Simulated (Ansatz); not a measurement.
Two structures of GeH₃SBr, singlet, reached by relaxing down either side of one saddle point (PBE0-D4/def2-TZVP). Energies are electronic, without zero-point energy. Program: Ansatz 0.2.0. Basis: def2-TZVPP and def2-QZVPP. Cores are frozen in the correlated methods. Filled d shells of the heavier atoms are correlated. The def2 sets are not built for correlating such inner shells, so the correlated values are less sure here. Extrapolation: Hartree–Fock as exp(−7.88 √X), correlation as X^−2.97. First:

Ge1  (-0.433, 0.268, 0.157)
Br2  (-1.608, -1.025, -1.357)
S3  (1.709, 0.361, -0.366)
H4  (1.944, -0.916, -0.022)
H5  (-0.968, 1.698, 0.062)
H6  (-0.644, -0.387, 1.526)
(Å)

Second:

```csv
atom,x (Å),y (Å),z (Å)
Ge1,-0.0656,0.6809,0.7076
Br2,-0.7345,-1.4456,-1.4905
S3,1.9617,0.5915,0.5874
H4,0.6904,-1.3906,-1.4525
H5,-0.9379,1.6946,-0.0553
H6,-0.9141,-0.1308,1.7034
```

Q: Which bonds change from the first to the second?

A: GeH₃SBr ([SH][GeH2][Br]) → GeH₂S ([S][GeH2]) + HBr; bonds formed: Br2–H4; bonds broken: Ge1–Br2, S3–H4.

Q: Give the saddle point's structure and its height above each. (To be estimated.)

A: By the calculation: 46.35 kcal/mol above the first and 3.42 kcal/mol above the second (CCSD(T) at an estimated basis limit (MP2 extrapolated from triple and quadruple zeta, plus CCSD(T) − MP2 in triple zeta)).
Ge1  (-0.128, 0.558, 0.581)
Br2  (-0.632, -1.391, -1.436)
S3  (1.894, 0.285, 0.270)
H4  (0.751, -0.974, -1.022)
H5  (-0.954, 1.676, -0.078)
H6  (-0.931, -0.153, 1.685)
(Å)

The T1 diagnostic stays at or below 0.014.

Labels in which every atom is bracketed show which atoms are joined, not bond orders.

For scale, one of the runs: CCSD(T)/def2-TZVPP, 180 basis functions, launched by `ansatz run in.yaml --threads 4 --pin off --events-out ev --progress --plain --max-ram 9574MiB`. Time: 65 s of wall clock on 4 CPU threads of an Arm Neoverse V1; the host was shared. Peak host memory: 1.7 GiB.
